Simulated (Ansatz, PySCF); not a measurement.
Input for Ansatz (a quantum-chemistry and plane-wave program):
Ansatz 0.2 input:
```yaml
crystal:
  periodic: [false, false, false]
  atoms:
    - {symbol: C, position_ang: [-1.73694080, -0.74692457, -1.72829278]}
    - {symbol: Si, position_ang: [-1.33539567, -0.22157629, 0.04899257]}
    - {symbol: C, position_ang: [-2.00789628, 1.47261953, 0.57185621]}
    - {symbol: C, position_ang: [-1.46557744, -1.59052092, 1.35473849]}
    - {symbol: Si, position_ang: [1.32591254, 0.21993936, -0.06371715]}
    - {symbol: C, position_ang: [1.72461407, 0.75245252, 1.71204185]}
    - {symbol: C, position_ang: [1.45862465, 1.58337799, -1.37497967]}
    - {symbol: C, position_ang: [1.99915905, -1.47635468, -0.57876097]}
    - {symbol: H, position_ang: [-1.20605232, -1.64857425, -2.02011783]}
    - {symbol: H, position_ang: [-1.50045032, 0.02994374, -2.44977977]}
    - {symbol: H, position_ang: [-2.79996268, -0.95723512, -1.82154815]}
    - {symbol: H, position_ang: [-3.09134913, 1.43105111, 0.65763559]}
    - {symbol: H, position_ang: [-1.62274273, 1.78737040, 1.53755677]}
    - {symbol: H, position_ang: [-1.77418179, 2.24855082, -0.15156824]}
    - {symbol: H, position_ang: [-2.50730110, -1.86836191, 1.49809590]}
    - {symbol: H, position_ang: [-0.93234578, -2.49028070, 1.06129439]}
    - {symbol: H, position_ang: [-1.08341044, -1.27411555, 2.32109835]}
    - {symbol: H, position_ang: [2.78866784, 0.95634355, 1.80812366]}
    - {symbol: H, position_ang: [1.19847245, 1.65918825, 1.99666659]}
    - {symbol: H, position_ang: [1.48032046, -0.01868995, 2.43704488]}
    - {symbol: H, position_ang: [1.07929121, 1.26259976, -2.34099485]}
    - {symbol: H, position_ang: [0.92399758, 2.48405326, -1.08701427]}
    - {symbol: H, position_ang: [2.50057626, 1.86134945, -1.51672101]}
    - {symbol: H, position_ang: [1.61318170, -1.79635666, -1.54240907]}
    - {symbol: H, position_ang: [1.76686763, -2.24876455, 0.14886246]}
    - {symbol: H, position_ang: [3.08248092, -1.43437143, -0.66603498]}
basis:
  gaussian:
    orbitals: STO-3G
hamiltonian:
  xc: b3lyp5
total_charge: 1
magnetization: {spin_polarized: true, initial_magnetization: 1}
accuracy: high
```

Task: Give the equivalent PySCF input.

Result: This is not unique; one that fits is 
```python
from pyscf import gto, scf, dft

mol = gto.Mole()
mol.atom = '''
    C    -1.73694080   -0.74692457   -1.72829278
    Si   -1.33539567   -0.22157629    0.04899257
    C    -2.00789628    1.47261953    0.57185621
    C    -1.46557744   -1.59052092    1.35473849
    Si    1.32591254    0.21993936   -0.06371715
    C     1.72461407    0.75245252    1.71204185
    C     1.45862465    1.58337799   -1.37497967
    C     1.99915905   -1.47635468   -0.57876097
    H    -1.20605232   -1.64857425   -2.02011783
    H    -1.50045032    0.02994374   -2.44977977
    H    -2.79996268   -0.95723512   -1.82154815
    H    -3.09134913    1.43105111    0.65763559
    H    -1.62274273    1.78737040    1.53755677
    H    -1.77418179    2.24855082   -0.15156824
    H    -2.50730110   -1.86836191    1.49809590
    H    -0.93234578   -2.49028070    1.06129439
    H    -1.08341044   -1.27411555    2.32109835
    H     2.78866784    0.95634355    1.80812366
    H     1.19847245    1.65918825    1.99666659
    H     1.48032046   -0.01868995    2.43704488
    H     1.07929121    1.26259976   -2.34099485
    H     0.92399758    2.48405326   -1.08701427
    H     2.50057626    1.86134945   -1.51672101
    H     1.61318170   -1.79635666   -1.54240907
    H     1.76686763   -2.24876455    0.14886246
    H     3.08248092   -1.43437143   -0.66603498
'''
mol.basis = 'sto-3g'
mol.charge = 1
mol.spin = 1
mol.verbose = 4
mol.build()

mf = dft.UKS(mol)
mf.xc = 'b3lyp5'
mf.grids.atom_grid = (99, 590)
mf.grids.prune = None
mf.kernel()
```

Both were run: Ansatz gave -808.512189 Eh and PySCF -808.512189 Eh, 0.000 mEh apart.
